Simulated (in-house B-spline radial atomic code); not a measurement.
**BP86 excitations of O6+**

Method: BP86. Computed with an all-electron radial atomic-structure program (B-spline basis): linear response of the closed shell 1s2 with the functional's adiabatic kernel; non-relativistic, point nucleus, no spin-orbit coupling, no double excitations, S, P, D and F terms only.

Command:
```bash
python run_td.py task.json out
```
Settings (radii: box in bohr, nucleus in fm):
```
Z                        8
electrons                2
configuration            1s2
hamiltonian              nr
method                   b88,p86
box_radius               14.35
intervals                47
```

Run time, properties included: 1 thread of Intel(R) Xeon(R) Platinum 8488C (Sapphire Rapids), with other jobs on the host.

The lowest states, in the order of their Tamm-Dancoff energies; the method's threshold (minus the highest occupied level) is 692.43 eV. Labels give the largest channel, * marks a mixed state, and oscillator strengths are full-response dipole values. Semilocal kernels can invert the small singlet-triplet splittings of Rydberg terms. Energies in eV:

| state | full response | Tamm-Dancoff | oscillator strength |
| --- | --- | --- | --- |
| 1s → 2s 3S | 544.58 | 544.60 | - |
| 1s → 2s 1S | 551.52 | 551.62 | - |
| 1s → 2p 3P | 553.44 | 553.47 | - |
| 1s → 2p 1P | 557.94 | 557.97 | 0.618 |
| 1s → 3s 3S | ? | ? | - |
| 1s → 3s 1S | 632.99 | 633.01 | - |
| 1s → 3p 3P | 633.75 | 633.76 | - |
| 1s → 3p 1P | 634.94 | 634.95 | 0.131 |
| 1s → 3d 1D | 635.74 | 635.74 | - |
| 1s → 3d 3D | 635.78 | 635.78 | - |
| 1s → 4s 3S | ? | ? | - |
| 1s → 4s 1S | 659.79 | 659.80 | - |
| 1s → 4p 3P | 660.17 | 660.18 | - |
| 1s → 4p 1P | 660.63 | 660.64 | 0.0478 |
| 1s → 4d 1D | 661.08 | 661.08 | - |
| 1s → 4d 3D | 661.09 | 661.09 | - |

Q: Where does 1s → 4s 3S lie?

A: At 659.11 eV in full response, 659.11 eV in Tamm-Dancoff.

Q: Where does 1s → 3s 3S lie?

A: At 631.22 eV in full response, 631.22 eV in Tamm-Dancoff.

Q: How large is the singlet-triplet splitting of 1s → 2s (S terms) in Tamm-Dancoff?

A: 7.02 eV, from the unrounded values.

Q: What polarisabilities and dispersion coefficient does the method give?

A: Dipole 0.002711 bohr³, quadrupole 0.0001716 bohr⁵, C6 0.0001338 hartree·bohr⁶ for two such species.
